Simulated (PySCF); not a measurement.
GeI2, SMILES [I][Ge][I] (connectivity only; charge and spin as stated), neutral, multiplicity 1.

The structure is a stationary point at r2SCAN-D4/def2-SVP. The isomer is the one that the SMILES or the coordinates give; other isomers of the formula were not compared. The def2 effective core potentials stand for the cores of I; spin–orbit coupling is left out.

Two levels are set side by side: TDDFT-PBE/def2-SVPD (PySCF) and TDDFT-B3LYP/def2-SVPD (PySCF). Vertical, same geometry. The lowest singlet is HOMO−1→LUMO 100 % with PBE and HOMO→LUMO 100 % with the other functional; states are paired by order. Differences are taken from unrounded values.

```csv
quantity,TDDFT-B3LYP
lowest singlet excitation (eV),2.69
lowest triplet excitation (TDA) (eV),2.11
```

### Question
What does TDDFT-PBE give, and how far is it from TDDFT-B3LYP? (The exact figures need the calculation; the answer reports its results.)

### Answer

| quantity | TDDFT-PBE | TDDFT-PBE minus TDDFT-B3LYP |
|---|---|---|
| lowest singlet excitation (eV) | 2.45 | -0.24 |
| lowest triplet excitation (TDA) (eV) | 2.06 | -0.04 |

Functionals without exact exchange tend to place singlet excitations lower, as here. Differences between two approximate levels are no errors against the true value.

Rough cost on one machine, each run with all the roots and properties that it gave: TDDFT-B3LYP against TDDFT-PBE about 3 times.
